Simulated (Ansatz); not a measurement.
Consider the ligand exchange at a W–N bond: `[NH]=[W](=[NH])([NH2])[OH]` + HCl → `[NH]=[W](=[NH])([OH])[Cl]` + NH₃.

Gas-phase electronic energies from Ansatz, PBE0-D4/def2-TZVP geometries. CBS: MP2 limit from def2 TZ/QZ plus the TZ coupled-cluster correction, frozen cores. This one scheme is used for every species. Functionals use def2-TZVPP. def2 core potentials past Kr. For W outer-core shells are correlated without core-valence functions, which leaves a few kJ/mol of doubt a bond. One conformer a species, not always the lowest.

```tsv
species	PBE-QIDH energy (Eh)
`[NH]=[W](=[NH])([NH2])[OH]`	-309.41308
HCl	-460.58322
`[NH]=[W](=[NH])([OH])[Cl]`	-713.51337
NH₃	-56.50944
```

**Question.** Work out ΔE.

**Answer.** ΔE = (-713.51337) + (-56.50944) − (-309.41308) − (-460.58322) = -0.02651 Eh = -16.6 kcal/mol. CCSD(T)/CBS gives -15.2 kcal/mol.

Largest T1 diagnostic among the species: 0.020, so the coupled-cluster value is less sure than usual.

At CCSD(T), def2-SVP lies +1.2 kcal/mol from the extrapolated value and def2-TZVPP +0.5 kcal/mol. Leaving LDA and LC-ωPBE aside and taking each functional with its dispersion term where it has one, the values, not all of them listed here, spread over 3.1 kcal/mol, from B97M-V to CAM-B3LYP-D4. LDA lies +2.0 kcal/mol from PBE without D4.
